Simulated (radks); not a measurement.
The numbers below are computed, except where a source is named.
Problem. The phosphorus ion P8+ is in [He] 2s2 2p3. Code: a radial shooting solver on a logarithmic mesh with Libxc functionals. Model: scalar-relativistic Kohn-Sham, PBE, spin-polarised, spherical densities, finite nucleus; Fermi nuclear charge, rms radius of each element as measured or else 0.836 A^(1/3) + 0.57 fm. Open shells are filled with parallel spins first. One electron is removed from 2s, 2p, 1s in turn, with full relaxation. Which removal costs least, and what does each cost?

Solution. 2p 373.48 eV; 2s 393.78 eV; 1s 2423.7 eV. The 2p electron leaves first.
